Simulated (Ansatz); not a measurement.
Compare A (`OC(O)N[SiH3]`) with its isomer B (`CO[SiH](N)O`).

Program: Ansatz. Geometries: PBE0-D4/def2-TZVP. ΔE: electronic, gas phase. CCSD(T)/CBS adds triple-zeta CCSD(T) − MP2 to the extrapolated MP2 energy (def2 sets, frozen cores). Functionals use def2-TZVPP. B3LYP here is the variant with VWN-RPA as its local correlation; programs differ in this. Each species was taken in one conformer, which may not be the lowest.

(1) Which is lower in electronic energy at CCSD(T)/CBS, and by how much? (Estimate.)

(2) Give E(B) − E(A) in kJ/mol with PBE-D4, B2PLYP, HF/def2-TZVPP, r2SCAN-D4, CCSD/def2-TZVPP, PBE0-D4, B3LYP-D4. (Best estimate.)

Largest T1 diagnostic: 0.011.

## Answers

(1) Computed: B, by 304.6 kJ/mol.

(2) Ansatz gave: PBE-D4 -276.5, B2PLYP -304.1, HF/def2-TZVPP -310.1, r2SCAN-D4 -297.7, CCSD/def2-TZVPP -300.4, PBE0-D4 -284.7, B3LYP-D4 -299.3. None reverses the order clearly.

From PBE to PBE0 (25 % exact exchange), in def2-TZVPP and without D4, E(B) − E(A) moves by −8.2 kJ/mol.
